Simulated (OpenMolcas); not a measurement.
Ionisation energies of lanthanum

| Item | Value |
| --- | --- |
| Program | OpenMolcas |
| Basis | ANO-R2 [8s6p5d2f1g] |
| Scalar Hamiltonian | X2C, finite nucleus |
| Spin-orbit coupling | state interaction with AMFI integrals over the reference wave functions, term energies averaged over their components |

Active shells in each charge state: the valence d shell, with orbitals averaged over the low states. Where CASPT2's correlated closed shells are named, they are those of the first ion.

A. CASSCF
B. SS-CASPT2, IPEA 0.25 Eh, imaginary shift 0.1 Eh (closed shells correlated: 5s 5p)
C. SS-CASPT2, IPEA 0 Eh, imaginary shift 0.1 Eh (closed shells correlated: 5s 5p)
D. SS-CASPT2, IPEA 0.25 Eh, imaginary shift 0.1 Eh (closed shells correlated: 4d 5s 5p)
E. SS-CASPT2, IPEA 0.25 Eh, imaginary shift 0.1 Eh (closed shells correlated: none)

Energies in eV between the lowest computed levels, named as in B; reference values from the NIST Atomic Spectra Database with their kind.

| From | To | A | B | C | D | E | Spin-orbit share in B | Reference |
| --- | --- | --- | --- | --- | --- | --- | --- | --- |
| La2+ 5d ²D_3/2 | La3+ 5p⁶ ¹S₀ | 18.144 | 18.795 | 18.891 | 18.799 | 18.144 | +0.125 | 19.177 (measured) |

Error against the reference values, in %:

```
From  Reference     A     B     C     D     E
La2+   measured  -5.4  -2.0  -1.5  -2.0  -5.4
```

Absolute error against the one measured value: A 1.03 eV, B 0.38 eV, C 0.29 eV, D 0.38 eV, E 1.03 eV. C lies closest.

The lowest level within the active space need not be the ion's true ground level.
